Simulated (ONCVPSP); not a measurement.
# I, ONCV: configuration errors across variants

- Element: I
- Generator: ONCVPSP 4.0.1
- Type: optimised norm-conserving Vanderbilt (ONCV)
- Functional: PBE
- Relativity: scalar-relativistic
- Frozen core: [Ar] 3d10
- Valence charge: 25
- Reference configuration: 4s2 4p6 4d10 5s1.5 5p5.5
- Partial waves: 4s+5s: rc 1.15 bohr, ncon 4, nbas 7, qcut 9.8 1/bohr, 2 projectors; 4p+5p: rc 1.30 bohr, ncon 4, nbas 8, qcut 12.3 1/bohr, 2 projectors; 4d: rc 1.15 bohr, ncon 4, nbas 9, qcut 12.4 1/bohr, local
- Local potential: the d channel
- Core correction: none

All-electron excitation energies from the reference (eV): (1) 4s2 4p6 4d10 5s2 5p5 -5.184; (2) 4s2 4p6 4d10 5s2 5p4 5.947; (3) 4s2 4p6 4d10 5s2 5p3 25.794; (4) 4s2 4p6 4d10 5s2 5p1 94.549.

1 further variants failed, have other tests or too few solved ones, and are left out.

Errors AE − PS in meV (a dash: test not solved or not reliable):

```json
{"change": "base", "(1)": "+0.2", "(2)": "-2.2", "(3)": "-6.9", "(4)": "-25", "bound ghosts": "none", "GHOST(+) flags above zero": "s"}
{"change": "d: qcut 13.7", "(1)": "+0.2", "(2)": "-2.2", "(3)": "-6.9", "(4)": "-25", "bound ghosts": "none", "GHOST(+) flags above zero": "s"}
{"change": "p: nbas 7", "(1)": "+0.2", "(2)": "-2.2", "(3)": "-6.9", "(4)": "-25", "bound ghosts": "none", "GHOST(+) flags above zero": "s"}
{"change": "d: rc 0.82", "(1)": "+0.2", "(2)": "-2.2", "(3)": "-6.9", "(4)": "-25", "bound ghosts": "none", "GHOST(+) flags above zero": "s"}
```

Task: Give the same row for: core correction polynomial model core, fcfact 0.35.

Result: +0.1, -2.3, -7.0, -26; bound ghosts: none; GHOST(+) flags above zero: s.
